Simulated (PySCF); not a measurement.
# Radial density of Ni⁺ (nickel, charge +1)

UHF, [Ar] 3d9, 2D determinant. All numbers are calculated (PySCF 2.14, scalar relativity by spin-free X2C-1e, in Sapporo-DKH3-DZP-2012).

```csv
r (bohr),4πr²ρ (e/bohr),4πr²(ρα − ρβ)
0.00110,0.3276,0.0000
0.00185,0.8172,0.0000
0.00312,1.997,0.0000
0.00524,4.649,0.0000
0.00882,10.13,0.0000
0.0148,19.49,0.0001
0.0250,30.25,0.0002
0.0420,33.65,0.0007
0.0706,27.32,0.0036
0.119,31.92,0.0220
0.200,36.79,0.1342
0.336,17.86,0.5388
0.565,20.06,1.0328
0.950,13.73,0.7820
1.60,3.048,0.2189
2.69,0.3471,0.0122
4.52,0.01398,0.0004
7.61,2.509e-05,0.0000
```

Densities and radii are taken from the X2C orbitals without a picture-change correction, which distorts them close to the nucleus.
